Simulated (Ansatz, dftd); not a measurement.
Reaction: H4SiPO (SMILES O[SiH2][PH], doublet) → H4SiPO (SMILES [O][SiH2]P, doublet)
Each species at its own B3LYP-D3(BJ)/def2-TZVP minimum (Ansatz, an electronic-structure program), one conformer.

Property: isomerisation energy (electronic), in kJ/mol. UHF or UKS for unpaired electrons; spin-orbit terms are left out. Correlated methods leave the cores frozen. Rows without X2C or -DK are non-relativistic. CBS(X,Y): correlation extrapolated as X^-3, Hartree-Fock from the larger set. A bracket is a step between two methods taken in the basis named. Functionals run without relativity, which enters their misses. Double hybrids freeze cores in their MP2 part. 'core' is core correlation in cc-pwCVTZ (1s frozen past Ne), 'X2C' scalar relativity in cc-pVTZ-DK, both at CCSD(T). The UHF reference of H4OPSi ([O][SiH2]P, doublet) is spin-contaminated (<S^2> up to 0.03 over the pure value in the sets run).

```csv
level,program,isomerisation energy (kJ/mol),difference against the last row
HF/cc-pV(Q+d)Z,Ansatz,136.0,2.0
PBE/def2-TZVPD,Ansatz,96.1,-37.9
r2SCAN-D3(BJ)/def2-TZVPD,Ansatz + dftd3,106.2,-27.8
B3LYP-D4/def2-TZVPD,Ansatz + dftd4,108.6,-25.4
CAM-B3LYP/def2-TZVPD,Ansatz,124.9,-9.1
wB97M-V/def2-TZVPD,Ansatz,127.7,-6.3
B2GP-PLYP/def2-TZVPD,Ansatz,138.3,4.3
MP2/cc-pV(T+d)Z,Ansatz,187.5,53.5
MP2/cc-pV(Q+d)Z,Ansatz,189.9,55.9
CCSD(T)/cc-pV(T+d)Z,Ansatz,138.5,4.5
"CCSD(T)/CBS(cc-pV(T+d)Z,cc-pV(Q+d)Z) + core + X2C",Ansatz,137.7,3.7
CCSDT(Q)/cc-pV(D+d)Z,Ansatz,128.2,-5.8
"CCSD(T)/CBS(cc-pV(T+d)Z,cc-pV(Q+d)Z) + [CCSDT(Q) - CCSD(T)]/cc-pV(D+d)Z + core + X2C",Ansatz,134.0,0.0
```
